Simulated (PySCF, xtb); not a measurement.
F6P, SMILES F[P-](F)(F)(F)(F)F, charge -1.

GFN2-xTB run with xtb at its own geometry gives an orbital gap of 14.21 eV.

Geometry optimised at TPSSh-D3(BJ)/def2-SVPD.

Problem. What does PySCF with PBE/def2-SVPD give? (An estimate is asked for; the answer gives what the named calculation found.)

Solution. gap 7.58 eV (levels -3.62 and 3.96 eV).
